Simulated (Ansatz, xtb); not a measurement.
## Isomers of GaH5Si2 in order of energy

6 gas-phase structures of GaH5Si2, found in a search over its isomers (lower ones may exist). Each was relaxed with GFN2-xTB; where two conformers were screened, the lower at r2SCAN-D4/def2-SVP is listed:

A. a singlet given by its coordinates
B. a singlet given by its coordinates
C. `[SiH3][SiH2][Ga]`, a singlet
D. `[SiH3][Si][GaH2]`, a triplet
E. `[SiH3][Si][GaH2]`, a singlet
F. `[SiH][GaH][SiH3]`, a triplet

B (Å):

```xyz
8

Ga   -0.9001   -1.0336    1.4982
Si   -2.8076   -0.3237    2.8115
Si    0.6765   -2.1457   -0.1909
H    -2.3846    1.1308    2.5102
H    -1.8944   -0.3966    4.0542
H     0.1850   -1.6605   -1.5225
H     0.0783   -3.5300   -0.1435
H     2.1111   -2.4136   -0.4295
```

Close contacts (Å): Ga1–Si2 2.42, Ga1–Si3 2.56, Si2–H4 1.54, Si2–H5 1.54, Si3–H6 1.50, Si3–H7 1.51, Si3–H8 1.48.

A (Å):

```xyz
8

Ga    1.1192   -2.4508    0.7491
Si   -1.4876   -0.3454    1.2665
Si   -0.7622   -2.3071    2.3701
H    -2.5660    0.3651    1.9655
H    -1.9179   -0.3783   -0.1430
H    -0.3310    0.5856    1.2679
H    -1.5350   -3.3046    1.4897
H     2.5763   -2.5871   -0.3881
```

Close contacts (Å): Ga1–Si3 2.49, Si2–Si3 2.36, Ga1–H8 1.85, Si2–H4 1.47, Si2–H5 1.47, Si2–H6 1.48, Si3–H7 1.54.

Problem. Which do you expect lowest at r2SCAN-D4/def2-SVP, and how would the others follow?

Solution. Calculated order at r2SCAN-D4/def2-SVP: C (0.0), B (17.8), A (20.5), D (31.6), F (36.5), E (40.5) kcal/mol.

Energies above the lowest of each column, in kcal/mol; the last columns are at B3LYP/6-31G* geometries and were run for some of them only (a dash: not run or not comparable):

```
structure  GFN2-xTB  HF/STO-3G  r2SCAN-D4/def2-SVP  B3LYP/6-31G*  CCSD(T)/def2-TZVP
        C       0.0      112.1                 0.0           0.0                0.0
        B       3.3      143.0                17.8          19.4               17.3
        A       1.8      148.5                20.5             –                  –
        D         –       13.4                31.6             –                  –
        F         –        0.0                36.5             –                  –
        E      16.8      109.5                40.5             –                  –
```

CCSD(T)/def2-TZVP puts C lowest of those it was run on; HF/STO-3G picks F. Some further structures that were screened fall inside this span and aren't listed. Flexible structures stand in one conformer each, not always the lowest. Frequencies (B3LYP/6-31G*) were run for B, C alone. GFN2-xTB has no spin polarisation and isn't compared across spin states. Open shells are spin-unrestricted, some with notable spin contamination. Large T1 diagnostics make some coupled-cluster values less sure.

Over these structures GFN2-xTB departs from r2SCAN-D4/def2-SVP by 7.1 kcal/mol on average once a common shift is removed. A GFN2-xTB relaxation took about 0.42 s and the r2SCAN-D4/def2-SVP energy about 6 s on a shared host (Ansatz 0.2.0, xtb 6.7.1 (Pople sets with spherical d functions)).
